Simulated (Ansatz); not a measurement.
Computed with Ansatz on PBE0-D4/def2-TZVP structures; ΔE is electronic, products minus reactants. CCSD(T)/CBS is the MP2 limit (def2-TZVPP, def2-QZVPP) plus CCSD(T) − MP2 in def2-TZVPP, frozen cores. This one scheme is used for every species. Double bonds are as drawn, so ΔE can hold a change between cis and trans.

`C#C/C=C/F` + `[AlH3]` → `F/C=[CH]/[AlH2]` + `C#C`  (formal exchange of groups at a C–C bond)

```csv
species,CCSD(T)/CBS(def2) energy (Eh)
`C#C/C=C/F`,-253.70459
`[AlH3]`,-243.78045
`F/C=[CH]/[AlH2]`,-420.27327
`C#C`,-77.22717
```

Question: Work out ΔE.

Answer: ΔE = (-420.27327) + (-77.22717) − (-253.70459) − (-243.78045) = -0.01540 Eh = -40.4 kJ/mol.

Largest T1 diagnostic among the species: 0.013.

In def2-TZVPP, CCSD(T) changes the Hartree–Fock value by −4.0 kJ/mol (the triples alone add +0.3 kJ/mol) and MP2 by −3.3 kJ/mol. From BLYP to BHLYP (50 % exact exchange), in def2-TZVPP and without D4, ΔE moves by −3.3 kJ/mol.
